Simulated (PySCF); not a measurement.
# Reading the logs of faulty runs: GeH5NOSi

All numbers below are calculated, not measured. The program is PySCF 2.14.0, an open-source quantum chemistry code, run on an isolated molecule that a program drew, which may never have been made. The molecule is GeH5NOSi (charge 0, singlet), drawn as the SMILES string `O[SiH2][NH][GeH]`.

Each row is a Hartree-Fock (HF) and frozen-core CCSD(T) single point in the cc-pV(D+d)Z basis, meant for a local HF minimum. Run 1 is clean. Each other run has one planted mistake out of seven kinds, and not every kind appears here: one electron removed, one electron added, multiplicity raised by two, geometry at a saddle point, minimal basis STO-3G, one bond length entered in bohr, all coordinates scaled. The reference is restricted for singlets and unrestricted otherwise, and also for a bond in bohr. Adding or removing an electron swaps singlet and doublet. Electrons count all cores. HOMO and LUMO are orbital energies over both spins, the gradient is its largest component, and the lowest frequency (negative if imaginary) is given only where the gradient is small. Bond lengths are over the 8 bonds as drawn. T1 is the CCSD diagnostic: over 0.02 (restricted) or 0.045 (unrestricted) a single reference is doubtful. Germanium has the cc-pVDZ-PP basis, with a core potential (ECP10MDF) in place of its 10 inner electrons, and its 3s, 3p and 3d shells are frozen in CCSD(T).

Geometry of the clean run:
```xyz
9
GeH5NOSi, angstrom
O     0.6591   -0.2045   -0.8945
Si   -0.9032   -0.0358   -1.3971
N    -2.0608   -0.2251   -0.1200
Ge   -3.2698   -1.5443    0.3111
H     0.9404   -1.0404   -0.5543
H    -1.2279   -1.0360   -2.4301
H    -0.9579    1.3375   -1.9283
H    -2.0881    0.5489    0.5249
H    -2.8595   -2.5096   -0.8815
```

| run | electrons | basis functions | <S^2> | HOMO (eV) | LUMO (eV) | gradient (hartree/bohr) | lowest frequency (cm^-1) | mean bond (Å) | longest bond (Å) | T1 | HF (hartree) | CCSD(T) (hartree) | mistake |
|---|---|---|---|---|---|---|---|---|---|---|---|---|---|
| 1 | 66 | 99 | 0.000 | -9.12 | 1.07 | 6.5e-06 | 37 | 1.4642 | 1.841 | 0.0159 | -714.61219 | -715.20760 | no fault |
| 2 | 66 | 99 | 0.890 | -7.39 | 0.86 | 5.7e-03 | - | 1.6408 | 3.001 | 0.0387 | -714.53432 | -715.11376 | one bond length entered in bohr |
| 3 | 66 | 99 | 0.000 | -8.90 | 1.30 | 6.4e-02 | - | 1.3822 | 1.738 | 0.0136 | -714.57882 | -715.16327 | all coordinates scaled |
| 4 | 66 | 99 | 2.009 | -7.14 | -0.42 | 3.1e-02 | - | 1.4642 | 1.841 | 0.0160 | -714.54500 | -715.11935 | multiplicity raised by two |
| 5 | 65 | 99 | 0.777 | -16.49 | -7.28 | 5.4e-02 | - | 1.4642 | 1.841 | 0.0235 | -714.31146 | -714.88748 | ? |
| 6 | 67 | 99 | 0.764 | -0.29 | 8.20 | 5.0e-02 | - | 1.4642 | 1.841 | 0.0148 | -714.59711 | -715.19705 | ? |

**Which mistake was planted in run 5, and what did it cost?**

It counts 65 electrons, one fewer than the clean run, at the same geometry and basis. So the mistake is: one electron removed. Subtracting run 1 and multiplying by 627.51 kcal/mol a hartree, the energy moved by 188.7 kcal/mol in HF and 200.9 kcal/mol in CCSD(T).

**Which mistake was planted in run 6, and what did it cost?**

It counts 67 electrons, one more than the clean run, at the same geometry and basis. So the mistake is: one electron added. Subtracting run 1 and multiplying by 627.51 kcal/mol a hartree, the energy moved by 9.5 kcal/mol in HF and 6.6 kcal/mol in CCSD(T).

Cautions from the logs. Run 6: the added electron raises the CCSD(T) energy, so it isn't bound in this basis.
